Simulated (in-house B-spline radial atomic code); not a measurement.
Ionisation energies along the 28-electron series, configuration [Ar] 3d10, as differences of self-consistent energies. NIST's values go from ground level to ground level; the uncertainty of those that are theory runs from under 0.1 % in few-electron ions to several per cent in heavy many-electron ones. Computed with an all-electron radial atomic-structure program (B-spline basis): non-relativistic Hartree-Fock, average of the configuration, point nuclei.

This level leaves out relativity, spin-orbit splitting included, which matters for heavy ions.

```
  ion  configuration after  ionisation energy (eV)  IE/(q+1)² (eV)  -ε less Coulomb ΔSCF (eV)  tabulated value (eV)    tabulated kind  computed minus tabulated (eV)
Sb23+             [Ar] 3d9                  1222.3          2.1221                     3.8735                  1214  tabulated theory                            8.3
Te24+             [Ar] 3d9                  1312.9          2.1006                     3.8744                  1304  tabulated theory                            8.9
 I25+             [Ar] 3d9                  1406.5          2.0806                     3.8753                  1397  tabulated theory                            9.5
Xe26+             [Ar] 3d9                  1503.1          2.0619                     3.8763                  1493  tabulated theory                           10.1
Cs27+             [Ar] 3d9                  1602.8          2.0444                     3.8772                  1592  tabulated theory                           10.8
Ba28+             [Ar] 3d9                  1705.5           2.028                     3.8782                  1695  tabulated theory                           10.5
La29+             [Ar] 3d9                  1811.3          2.0126                     3.8793                  1800  tabulated theory                           11.3
Ce30+             [Ar] 3d9                  1920.1           1.998                     3.8803                  1908  tabulated theory                           12.1
Pr31+             [Ar] 3d9                  2032.0          1.9844                     3.8813                  2019  tabulated theory                           13.0
Nd32+             [Ar] 3d9                  2146.9          1.9714                     3.8823                  2134  tabulated theory                           12.9
Pm33+             [Ar] 3d9                  2264.8          1.9592                     3.8834                  2251  tabulated theory                           13.8
Sm34+             [Ar] 3d9                  2385.8          1.9476                     3.8844                  2371  tabulated theory                           14.8
Eu35+             [Ar] 3d9                  2509.8          1.9366                     3.8854                  2495  tabulated theory                           14.8
Gd36+             [Ar] 3d9                  2636.9          1.9261                     3.8864                  2621  tabulated theory                           15.9
Tb37+             [Ar] 3d9                  2766.9          1.9162                     3.8874                  2750  tabulated theory                           16.9
Dy38+             [Ar] 3d9                  2900.1          1.9067                     3.8884                  2882  tabulated theory                           18.1
```
